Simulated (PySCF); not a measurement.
A side-by-side comparison of computed properties.

First species: C6H11NOSi.
Numbering: `[CH3:1][CH2:2][CH2:3][O:4][SiH2:5]/[CH:6]=[CH:7]/[C:8]#[N:9]` (hydrogens: H10, H11, H12 on C1; H13, H14 on C2; H15, H16 on C3; H17, H18 on Si5; H19 on C6; H20 on C7)

Second species: C₅H₅FN₂.
SMILES: `Cc1nccnc1F`

Levels: PBE0/pcSseg-1 for dipole moment, HOMO energy, LUMO energy and HOMO–LUMO gap; GFN2-xTB for rotational constant A and rotational constant C. Geometries: GFN2-xTB. Each species is one conformer at its optimised geometry, gas phase, non-relativistic unless stated. Electronic properties by PySCF.

The conformers computed, where there is a choice (atom-mapped SMILES and torsion angles):
- `[CH3:1][CH2:2][CH2:3][O:4][SiH2:5]/[CH:6]=[CH:7]/[C:8]#[N:9]`: C1–C2–C3–O4 180°, C2–C3–O4–Si5 180°, C3–O4–Si5–C6 180°, O4–Si5–C6–C7 0°

(1) Which of the two has the higher dipole moment, and by how much?

(2) Which of the two has the higher rotational constant A, and by how much?

(3) Which of the two has the higher HOMO energy, and by how much?

(4) Which of the two has the higher rotational constant C, and by how much?

(5) Which of the two has the higher HOMO–LUMO gap, and by how much?

(6) Which has the higher LUMO energy?

Results:

(1) The first: 5.32 D against 1.35 D, a difference of 3.97 D.

(2) The second: 3.291 GHz against 2.464 GHz, a difference of 0.827 GHz.

(3) The second: -7.74 eV against -8.20 eV, a difference of 0.46 eV.

(4) The second: 1.401 GHz against 0.433 GHz, a difference of 0.968 GHz.

(5) The first: 6.44 eV against 6.20 eV, a difference of 0.24 eV.

(6) The second: -1.54 eV against -1.76 eV, a difference of 0.22 eV.

On the first: In atomic units the dipole is 2.09 e·bohr (1 au = 2.5417 D).

On the second: In atomic units the dipole is 0.53 e·bohr (1 au = 2.5417 D). A dipole of 1.35 D is allowed in Cs, and pure rotational transitions are dipole-allowed.
